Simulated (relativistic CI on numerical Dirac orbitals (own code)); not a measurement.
**Slater and spin-orbit integrals, Tb4+**

Computed by Dirac-Coulomb-Breit CI, separate exchange-only KLI orbitals for each configuration, a model potential for QED, valence Slater integrals scaled by 0.85, P86 correlation energy added to each configuration (own radial code, finite nucleus).

Slater integrals F^k, G^k are unscaled and averaged over j, outside the closed core [Kr] 4d10 5p6; ζ comes from projecting the Hamiltonian with its Breit term on Σ l·s of the shell.

- 4f7 5s2: F^2(4f,4f) = 124370, F^4(4f,4f) = 78186, F^6(4f,4f) = 56293, ζ(4f) = 1817.4 cm⁻¹; <r>(4f) = 0.7797, <r^2>(4f) = 0.7648 (bohr units).
- 4f6 5s2 6s: F^2(4f,4f) = 131120, F^4(4f,4f) = 82785, F^6(4f,4f) = 59707, ζ(4f) = 1940.4, G^3(4f,6s) = 4006.8 cm⁻¹; <r>(4f) = 0.7456, <r^2>(4f) = 0.6887, <r>(6s) = 2.787, <r^2>(6s) = 8.62 (bohr units).
- 4f6 5s2 7s: F^2(4f,4f) = 131350, F^4(4f,4f) = 82939, F^6(4f,4f) = 59821, ζ(4f) = 1942.2, G^3(4f,7s) = 1500.2 cm⁻¹; <r>(4f) = 0.7444, <r^2>(4f) = 0.6856, <r>(7s) = 4.967, <r^2>(7s) = 27.48 (bohr units).

Averages of the first 5 configurations, taken without configuration mixing, which lowers the lowest level and can move excited configurations by several eV; other configurations of the list can lie among them:

```json
{"Configuration": "4f7 5s2", "Parity": "odd", "States": "3432", "Average energy above the lowest level (eV)": "12.1"}
{"Configuration": "4f6 5s2 6s", "Parity": "even", "States": "6006", "Average energy above the lowest level (eV)": "37.4"}
{"Configuration": "4f6 5s2 7s", "Parity": "even", "States": "6006", "Average energy above the lowest level (eV)": "54.4"}
{"Configuration": "4f9", "Parity": "odd", "States": "2002", "Average energy above the lowest level (eV)": "107.4"}
{"Configuration": "4f5 5s2 6s2", "Parity": "odd", "States": "2002", "Average energy above the lowest level (eV)": "73.4"}
```
